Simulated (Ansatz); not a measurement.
Reaction (SMILES): Cl[Se] (Cl-Se) → Cl atom + Se atom
B3LYP-D3(BJ)/def2-TZVP geometries, fixed; electronic energies without zero-point terms.
Largest species:
```xyz
2

Se     0.0000     0.0000    -0.7157
Cl     0.0000     0.0000     1.4313
```
Charge 0, spin multiplicity 2.

The atomisation energy at MP2 with Ansatz (a quantum-chemistry and plane-wave program), in kcal/mol, split into its Hartree-Fock and correlation parts. Cores are frozen (with 3d on Ga to Br). Open shells are unrestricted. No added dispersion term, no relativity. Functions are those of the species that has most.

| basis | X | functions | Hartree-Fock | MP2 |
|---|---|---|---|---|
| aug-cc-pV(D+d)Z | 2 | 68 | 23.52 | 53.49 |
| aug-cc-pV(T+d)Z | 3 | 114 | 26.35 | 61.62 |
| aug-cc-pV(Q+d)Z | 4 | 182 | 26.70 | 64.50 |

Worked estimate of the basis-set limit from each neighbouring pair, with Hartree-Fock from the larger set and the correlation part extrapolated as X^-3.
Correlation parts: X = 2: 29.97, X = 3: 35.27, X = 4: 37.80.
- (2,3): (27·(35.27) - 8·(29.97))/19 = 37.50; with Hartree-Fock 26.35 the estimate is 63.85 kcal/mol.
- (3,4): (64·(37.80) - 27·(35.27))/37 = 39.65; with Hartree-Fock 26.70 the estimate is 66.35 kcal/mol.
The last two estimates differ by 2.49 kcal/mol; the largest set lies 1.85 from the last. Over the last step Hartree-Fock moves by 0.35 and the correlation part by 2.53.
